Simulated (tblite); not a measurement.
Ge15H22 (nanocrystal Ge) at step 3 of a GFN2-xTB optimisation (tblite, gas phase), coordinates in Å:

```
  1 Ge   -2.039   -1.900    1.324
  2 Ge   -1.965   -1.909   -1.138
  3 Ge   -2.030    0.434   -1.933
  4 Ge   -3.985    1.560    1.288
  5 Ge   -3.979    1.566   -1.111
  6 Ge   -2.020    0.419    2.122
  7 Ge    0.000   -3.027   -1.936
  8 Ge    2.037   -1.896    1.328
  9 Ge    1.964   -1.908   -1.135
 10 Ge    2.031    0.429   -1.933
 11 Ge    3.983    1.559    1.286
 12 Ge    3.984    1.563   -1.111
 13 Ge   -0.003    1.555    1.330
 14 Ge    0.001    1.559   -1.147
 15 Ge    2.014    0.423    2.121
 16 H    -3.273   -2.592    1.818
 17 H    -1.029   -2.842    1.985
 18 H    -3.251   -2.614   -1.644
 19 H    -1.999    0.418   -3.480
 20 H    -4.017    2.992    1.831
 21 H    -5.242    0.887    1.829
 22 H    -4.022    2.993   -1.648
 23 H    -5.242    0.884   -1.645
 24 H    -2.002    0.415    3.662
 25 H     0.001   -3.069   -3.468
 26 H    -0.005   -4.479   -1.470
 27 H     3.278   -2.593    1.815
 28 H     1.033   -2.839    1.984
 29 H     3.252   -2.611   -1.645
 30 H     1.999    0.417   -3.480
 31 H     4.023    2.990    1.828
 32 H     5.240    0.883    1.829
 33 H     4.021    2.992   -1.650
 34 H     5.242    0.882   -1.646
 35 H     0.001    3.021    1.822
 36 H     0.001    3.018   -1.649
 37 H     1.997    0.419    3.664
```

Task: What are the forces on the atoms (eV/Å)?

Result: 
```
  1 Ge    0.04    0.11   -0.10
  2 Ge   -0.21    0.13    0.11
  3 Ge    0.13   -0.20   -0.09
  4 Ge    0.00    0.05    0.11
  5 Ge   -0.23    0.03   -0.05
  6 Ge    0.04   -0.11    0.09
  7 Ge    0.01   -0.17   -0.20
  8 Ge    0.07    0.10   -0.12
  9 Ge    0.20    0.08    0.12
 10 Ge   -0.10   -0.15   -0.08
 11 Ge    0.03    0.01    0.14
 12 Ge    0.14    0.07   -0.08
 13 Ge    0.00    0.01   -0.03
 14 Ge    0.00   -0.03   -0.01
 15 Ge   -0.03   -0.10    0.12
 16 H    -0.40   -0.03    0.02
 17 H    -0.03    0.17   -0.11
 18 H     0.17    0.05    0.05
 19 H    -0.03    0.01    0.14
 20 H    -0.10   -0.21   -0.02
 21 H     0.04    0.15    0.00
 22 H    -0.10   -0.12    0.00
 23 H     0.11    0.19    0.01
 24 H    -0.02    0.01   -0.06
 25 H     0.00   -0.12    0.17
 26 H     0.00    0.03   -0.15
 27 H     0.33    0.01    0.00
 28 H    -0.01    0.14   -0.08
 29 H    -0.18    0.05    0.06
 30 H     0.03    0.01    0.14
 31 H     0.09   -0.19   -0.02
 32 H    -0.07    0.16   -0.01
 33 H     0.10   -0.15    0.01
 34 H    -0.07    0.17    0.00
 35 H     0.00   -0.12   -0.01
 36 H     0.00   -0.06    0.02
 37 H     0.02    0.01   -0.09
```
